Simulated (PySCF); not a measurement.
Level of theory: PBE-D3(BJ)/def2-TZVP // B3LYP-D3(BJ)/def2-TZVP in PySCF. All species are isolated molecules in the gas phase. One relaxed conformer stands for a flexible species; it need not be the lowest. 

Reference species (SMILES): `N=C=CO` (neutral, multiplicity 1).

```json
{
 "HOMO": "-4.91 eV"
}
```

Changed species: `[H]/N=C1/CO1`.

Problem. Predict the effect on the HOMO.

Solution. the HOMO falls by 1.75 eV, to -6.66 eV.
